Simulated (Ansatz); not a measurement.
PBE exchange is replaced step by step with exact exchange (0 % is PBE, 25 % PBE0; no dispersion term), basis def2-TZVPD, Ansatz. System: the cluster MoO₂⁻ (the lowest doublet isomer of a short search). The state is a doublet with charge -1. Geometry: PBE-D4/def2-TZVPD.

Geometry of the doublet:

```xyz
3

Mo    0.504   -0.289   -0.160
O    -0.203   -0.503    1.404
O    -0.300    0.792   -1.244
```

In the def2 sets Mo takes a core potential; there is no spin–orbit coupling. At PBE-D4/def2-TZVPD, PBE with 5 % exact exchange/def2-TZVPD, PBE with 10 % exact exchange/def2-TZVPD, PBE with 15 % exact exchange/def2-TZVPD and others the charge -1 doublet is spin-contaminated (final ⟨S²⟩ up to 1.60, 0.75 for a pure state). At PBE-D4/def2-TZVPD, PBE with 5 % exact exchange/def2-TZVPD, PBE with 10 % exact exchange/def2-TZVPD, PBE with 15 % exact exchange/def2-TZVPD the highest occupied level of the charge -1 doublet lies above zero (up to 0.67 eV). Its loss leaves the charge 0 singlet, which lies 2.36 eV higher (vertical, at PBE-D4/def2-TZVPD), but this difference is unsure: the singlet is doubtful (geometry relaxed on an unsound state). The geometry of the doublet was relaxed on an unsound state (⟨S²⟩ 1.30, where a pure state has 0.75). At PBE0-D4/def2-TZVPD a quartet of charge -1 lies 0.43 eV below the doublet, each at its own geometry. The structure comes from a short search, and lower isomers may exist.

HOMO and LUMO are taken over both spins.

```json
{"exact exchange (%)": "0", "HOMO (eV)": "0.67", "LUMO (eV)": "1.47", "gap (eV)": "0.80", "⟨S²⟩": "1.310"}
{"exact exchange (%)": "5", "HOMO (eV)": "0.40", "LUMO (eV)": "1.72", "gap (eV)": "1.32", "⟨S²⟩": "1.356"}
{"exact exchange (%)": "15", "HOMO (eV)": "0.02", "LUMO (eV)": "2.21", "gap (eV)": "2.19", "⟨S²⟩": "1.433"}
{"exact exchange (%)": "25", "HOMO (eV)": "-0.33", "LUMO (eV)": "2.66", "gap (eV)": "2.99", "⟨S²⟩": "1.495"}
{"exact exchange (%)": "35", "HOMO (eV)": "-0.69", "LUMO (eV)": "2.97", "gap (eV)": "3.65", "⟨S²⟩": "1.544"}
{"exact exchange (%)": "50", "HOMO (eV)": "-1.24", "LUMO (eV)": "3.39", "gap (eV)": "4.63", "⟨S²⟩": "1.600"}
```

**Question.** Estimate the row for 10 %.

**Answer.** 
| exact exchange (%) | HOMO (eV) | LUMO (eV) | gap (eV) | ⟨S²⟩ |
| --- | --- | --- | --- | --- |
| 10 | 0.19 | 1.96 | 1.78 | 1.397 |
